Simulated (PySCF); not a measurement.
Ar⁺ (argon, charge +1) across methods

[Ne] 3s2 3p4 4s1, high-spin 4P determinant (an excited configuration). All numbers are calculated (PySCF 2.14, the non-relativistic Hamiltonian (point nucleus), in aug-cc-pwCVTZ).

| method | E (hartree) | mean ε 3p α (eV) | mean ε 3p β (eV) | mean ε 4s α (eV) | Σ⟨r²⟩ (bohr²) | ⟨S²⟩ |
| --- | --- | --- | --- | --- | --- | --- |
| PBE0 | -526.1927 | -30.855 | -28.285 | -9.044 | 31.39 | 3.754 |
| MN15 | -526.2934 | -31.457 | -29.236 | -9.210 | 30.81 | 3.752 |
| LDA | -524.7414 | -28.791 | -26.352 | -8.610 | 31.18 | 3.751 |
| PBE | -526.1552 | -28.766 | -26.349 | -8.437 | 31.13 | 3.753 |
| M06-L | -526.3184 | -29.545 | -26.796 | -8.291 | 31.46 | 3.754 |
| M06 | -526.3232 | -30.576 | -27.989 | -8.818 | 31.10 | 3.752 |
| r2SCAN | -526.3093 | -29.551 | -26.917 | -8.491 | 31.48 | 3.756 |
| UHF | -525.69058 | -35.963 | -32.740 | -10.402 | 31.87 | 3.760 |
| BHandHLYP | -526.3630 | -32.581 | -30.028 | -9.471 | 31.47 | 3.754 |

The outer electron is Rydberg-like, and this basis confines it to a smaller radius and binds it less than a complete one would.
